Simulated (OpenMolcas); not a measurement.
**Sb: effect of the active space**

```json
{
 "Program": "OpenMolcas 26.06",
 "Method": "CASSCF or its RAS form",
 "Basis": "ANO-RCC-VTZP",
 "Scalar Hamiltonian": "DKH2, point nucleus",
 "Spin-orbit coupling": "RASSI with atomic mean-field integrals over the reference wave functions, term energies averaged over their components"
}
```

A. 3 electrons in 3 orbitals (5p); 2S+1 = 4 odd, 1 root; 2S+1 = 2 odd, 8 roots; cost about 2.5 core-seconds
B. 5 electrons in 4 orbitals (5s 5p); 2S+1 = 4 odd, 1 root; 2S+1 = 2 odd, 8 roots; 2S+1 = 4 even, 3 roots; cost of the order of 8 core-seconds
C. 5 electrons in 8 orbitals (5s 5p 6s 6p); 2S+1 = 4 odd, 1 root; 2S+1 = 2 odd, 8 roots; 2S+1 = 4 even, 3 roots; 2S+1 = 2 even, 3 roots (0 in the spin-orbit step); cost about 18 core-seconds
D. 5 electrons in 9 orbitals (RAS2 5s 5p; RAS3 5d, at most 2 electrons); 2S+1 = 4 odd, 1 root; 2S+1 = 2 odd, 8 roots; 2S+1 = 4 even, 3 roots; 2S+1 = 2 even, 5 roots (0 in the spin-orbit step); cost of the order of 22 core-seconds

Energies in cm-1 above 5s2 5p3 4S* 3/2, the measured ground level; measured values from NIST Handbook of Basic Atomic Spectroscopic Data.

```
          Level      A      B      C      D  Measured
5s2 5p3 4S* 3/2    0.0    0.0    0.0    0.0       0.0
5s2 5p3 2D* 3/2  12475  12143  11708  11819      8512
5s2 5p3 2D* 5/2  13406  13458  13131  12871      9854
5s2 5p3 2P* 1/2  21932  18678  17925  19888     16395
5s2 5p3 2P* 3/2  23220  20320  19646  21265     18464
```

Deviations, from unrounded energies. A percentage is the sum of absolute deviations over the sum of measured energies, with the sign that they share, or ± where signs differ.

```tsv
Against measurement	Levels	A	B	C	D
mean absolute deviation (cm-1)	4	4500	2800	2300	3200
other terms of the ground configuration (%)	4	+33.5	+21.4	+17.3	+23.7
```

C lies closest to measurement on these levels and A furthest from it. The largest miss of C in the table is 5s2 5p3 2D* 5/2, by +3300 cm-1. The ranking rests on the paired levels alone, and a cruder setting can come out closer through cancelling errors.

Among A to D the level of the table that moves most is 5s2 5p3 2P* 1/2, by 4000 cm-1 (lowest in C, highest in A).

With the s shell closed, the reference lacks s² → p² mixing (holds for A). Some high roots are left out of the spin-orbit mixing, which shifts the levels that they would mix with (holds for C; D). Active for correlation alone: 6p 6s; no level in the range computed is led by a configuration that fills them, so any true level of that kind is missing (holds for C). Active for correlation alone: 5d; no level in the range computed is led by a configuration that fills it, so any true level of that kind is missing (holds for D). Measured partners are found by configuration, term and J. A level has none where our copy of the source lacks it or the pairing is in doubt (some pairs that miss far off the trend of their configuration count as doubtful), and it then counts in no deviation. Only configurations of the active space appear. Levels that lie high or do not pair safely by name in every column are left out.

* marks odd parity.
